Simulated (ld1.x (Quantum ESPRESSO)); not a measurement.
Ranking TM potentials for phosphorus

All share these settings but for the change named:

ld1.x (Quantum ESPRESSO) 7.5 input, shortened:

```
&input
   title='P', zed=15., rel=1, dft='WC', iswitch=3,
   config='[Ne] 3s1.75 3p3.25'
 /
 &inputp
   pseudotype=2, tm=.true., lloc=-1, rcloc=1.20,
   nlcc=.true.
 /
2
3S  1  0   1.75   0.00  1.40  1.40  0.0
3P  2  1   3.25   0.00  1.25  1.25  0.0
 &test
   configts(1)='3s1.75 3p3.25'
 /
```

Test errors are all-electron minus pseudo excitation energies from the reference, over 3s2 3p3; 3s2 3p2; 3s2 3p1; 3s1 3p4; 3s1 3p0; 3s0 3p5; 3s1 3p3. None of these files shows a bound ghost.

The base gives 157.2 meV.

Of 10 variants that were run, those that failed, showed a ghost or another fault, or gave nearly equal values are left out.

A variant can come out equal or close to the base, since the largest error may sit in a test that the change hardly touches while other tests move.

**Question.** Rank these variants by their largest absolute test error, smallest first.
A. wave 3s (bound): rc 1.40 bohr becomes 3s (bound): rc 1.98 bohr
B. wave 3s (bound): rc 1.40 bohr becomes 3s (bound): rc 1.00 bohr
C. wave 3s (bound): rc 1.40 bohr becomes 3s (bound): rc 1.20 bohr
D. wave 3s (bound): rc 1.40 bohr becomes 3s (bound): rc 1.68 bohr

**Answer.** D (162.9 meV), C (187.0 meV), A (218.8 meV), B (257.3 meV).
